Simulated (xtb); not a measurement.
Se(F)(SH) (FHSSe), SMILES [Se](S)F. All values are semi-empirical tight-binding results from xtb (GFN2-xTB unless named), good for trends rather than for accurate numbers. Geometry: GFN2-xTB. The values are those of a single conformer.

Question: Estimate the properties. (The exact figures need the calculation; the answer reports its results.)

Answer: 
| Quantity | Result |
|---|---|
| orbital gap | 2.93 eV |
| zero-point energy | 6.4 kcal/mol |
| G − E(el) at 298.15 K (modified RRHO) | -11.5 kcal/mol |
| static polarisability (D4 model) | 52.5 bohr³ |
| solvation energy, GFN2-xTB/ALPB(water) | -2.8 kcal/mol |
| solvation energy, GFN2-xTB/ALPB(acetone) | -4.5 kcal/mol |
